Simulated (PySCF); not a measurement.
**Checking a proposed structure**

A compound C$_{4}$H$_{11}$NSi$_{2}$ gives the data below (simulated from a calculation) and was assigned the structure `C=CC(=C)N([SiH3])[SiH3]`.

¹³C{¹H} NMR (computed): δ 144.3 (CH), 139.9 (CH), 121.5 (CH), 118.6 (CH2).

¹H NMR (400 MHz, computed): δ 6.90 (m, 1H), 5.98 (d, 1H), 5.60 (m, 1H), 5.31 (m, 1H), 5.25 (m, 1H), 4.82 (s, 6H).

PySCF calculation with GFN2-xTB structure and GIAO PBE0/pcSseg-1 shieldings; no solvent model, relativity neglected, fast rotation and ring inversion assumed for equivalent nuclei, one conformer.

Scale: ¹H (σref 31.72), ¹³C (σref 186.93) vs TMS (reference shieldings calculated alike).

**Question.** Compare with the shifts computed for the proposed structure, pairing carbons in order of shift.

**Answer.** Mapped SMILES: `[CH2:1]=[CH:2][C:3](=[CH2:4])[N:5]([SiH3:6])[SiH3:7]`. Hydrogens are named by the atom that carries them.

| atom | computed for proposal | given list | difference |
| --- | --- | --- | --- |
| C3 | 163.4 | 144.3 | +19.1 |
| C2 | 146.2 | 139.9 | +6.3 |
| C1 | 122.7 | 121.5 | +1.2 |
| C4 | 112.6 | 118.6 | -6.0 |

The rms difference is 10.5 ppm and the largest +19.1 ppm at C3 (alkene carbon bearing nitrogen). The carbon types in order of shift don't match either: C, CH, CH2, CH2 for the proposal against CH, CH, CH, CH2 in the data. The proposal doesn't fit.

**Question.** Which isomer fits?

**Answer.** `C=C/C=C\N([SiH3])[SiH3]`.

1. Carbon types of the structure: 3 × CH, 1 × CH2, leaving 6 H on heteroatoms.
2. δC 144.3: alkene carbon bearing nitrogen; an sp2 carbon further deshielded by the attached heteroatom.
3. δC 139.9: alkene CH; as expected for a trigonal carbon in a double bond.
4. δC 121.5: β carbon of an enol-ether or enamine type C=C.
5. δC 118.6: terminal =CH2 carbon; as expected for a trigonal carbon in a double bond.

Other isomers checked: C=N/C(=C\[SiH3])C[SiH3] (rms 50.4 ppm).

The data come from this structure; uniqueness wasn't tested.

Shifts are as computed. Against solution values, carbons near 30 ppm lie about +3 ppm off and those near 130 ppm about +5 ppm. Of 1211 compounds with measured shifts, 218 miss one by over three times the rms of a fit or turn the order of signals round; such compounds aren't used in these exercises. No couplings were computed; multiplicities are counted from neighbouring protons, with m where these are inequivalent, close in shift, in a saturated or five-membered ring or joined by F or P, and br s for small geminal =CH2 splittings.
